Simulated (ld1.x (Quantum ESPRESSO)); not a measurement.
## Which setting gave this result? (selenium, PAW)

Base potential:

selenium (Se), PAW, made with ld1.x (Quantum ESPRESSO) 7.5 (LDA (PZ), scalar-relativistic). Core [Ne] 3s2, reference 3p6 3d10 4s2 4p4. Waves: 4s (bound): rcut 1.05, rcutus 1.45 bohr; 4s channel at 0.35 Ry: rcut 1.05, rcutus 1.45 bohr; 3p (bound): rcut 0.90, rcutus 1.05 bohr; 4p (bound): rcut 0.90, rcutus 1.05 bohr; 3d (bound): rcut 0.75, rcutus 1.05 bohr; 3d channel at -3.6 Ry: rcut 0.75, rcutus 1.05 bohr. Local part: all-electron potential smoothed inside 0.90 bohr (lloc = -1). Core correction: Bessel-smoothed model core inside 1.05 bohr. Augmentation charge: BESSEL, radius 0.80 bohr.

Cutoffs, loose and tight: the cutoffs (Ry, on a coarse ladder) from which the occupation-weighted sum of valence levels, in a spherical-Bessel basis at the reference potential, stays within 10 and 1 mRy of its value at 400 Ry. They do not see the model core or the augmentation charge, which bear on the density cutoff. Test errors are all-electron minus pseudo excitation energies from the reference, over the configurations 3p6 3d10 4s2 4p3; 3p6 3d10 4s2 4p2; 3p6 3d10 4s2 4p1; 3p6 3d9 4s2 4p5; 3p6 3d10 4s0 4p6; 3p6 3d10 4s1 4p5; 3p6 3d10 4s2 4p4.3 (two spin-polarised tests are not counted in the largest error); variants that change the core or the reference have their own tests.

A file whose overlap is not positive is unfit for use, and its test errors describe a broken file.

Only the s radius is moved (2 further runs of the sweep failed or gave no value and are left out):

| s radius (bohr) | bound ghosts | largest test error (meV) | median size of the test errors |
| --- | --- | --- | --- |
| 1.32 | s (p not tested, overlap not positive) | +199 | 1.4 meV |
| 1.48 | s (p not tested, overlap not positive) | +213 | 6.5 meV |
| 1.66 | s (p not tested, overlap not positive) | +190 | 12.1 meV |
| 2.02 | s (p not tested, overlap not positive) | +784 | 29.4 meV |
| 2.18 | not determined (overlap not positive) | +1076 | 38.2 meV |

Question: One more run gave bound ghosts: s (p not tested, overlap not positive); largest test error (meV): +321; median size of the test errors: 17.9 meV. Which value of the s radius was used?

Answer: 1.78 bohr. The median size of the test errors moves one way along this sweep, from 1.4 meV at 1.32 to 38.2 meV at 2.18 bohr, which places the run between 1.66 and 2.02 bohr.
